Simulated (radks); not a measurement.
The numbers below are computed, except where a source is named.
The table gives one normalised radial function P(r) = r R(r) (large component) of Sm+ in [Xe] 4f6 6s1 (r in bohr). Level of theory: Dirac Kohn-Sham, PBEsol, spin-unpolarised, spherical densities, point nucleus; open shells are shared between the two j in proportion to 2j + 1 (a radial shooting solver on a logarithmic mesh with Libxc functionals).

r           P
0.004354   0.0388
0.00511    0.0422
0.005949   0.0454
0.006925   0.0481
0.008062   0.0503
0.009386   0.0515
0.01093    0.0515
0.01272    0.0498
0.01481    0.0460
0.01738    0.0392
0.02023    0.0297
0.02355    0.0171
0.02742    0.0015
0.03192   -0.0167
0.03716   -0.0361
0.04326   -0.0552
0.05036   -0.0712
0.0591    -0.0813
0.0688    -0.0810
0.08009   -0.0683
0.09324   -0.0420
0.1085    -0.0036
0.1264     0.0416
0.1471     0.0847
0.1713     0.1139
0.201      0.1173
0.234      0.0871
0.2724     0.0262
0.3171    -0.0528
0.3691    -0.1273
0.4297    -0.1712
0.5003    -0.1636
0.5824    -0.0987
0.6835     0.0170
0.7957     0.1406
0.9263     0.2403
1.078      0.2843
1.255      0.2545
1.461      0.1513
1.701     -0.0074
1.981     -0.1911
2.324     -0.3730
2.706     -0.5038
3.15      -0.5746
3.667     -0.5792
4.269     -0.5223
4.97      -0.4194
5.786     -0.2985
6.736     -0.1873
7.904     -0.0985
9.202     -0.0452
10.71     -0.0172
12.47     -0.0053

Which n and l does it have? It may be an empty orbital.

Answer. n = 6, l = 0: the number of nodes gives n - l - 1 = 5, the rise at small r points to l (this Dirac orbital starts as r^gamma with gamma = sqrt((l + 1)^2 - (Z/c)^2) = 0.89; the j = 1/2 orbital of l + 1 starts with the same power, but with a smaller coefficient, and then steepens), and the extent must fit the shell. The curve is that of 6s1/2. 6s1/2: eigenvalue -8.414 eV, 5 radial nodes at r = 0.0278, 0.110, 0.287, 0.669, 1.69 bohr, <r> = 3.90 bohr, 90 % of the charge inside 5.65 bohr.
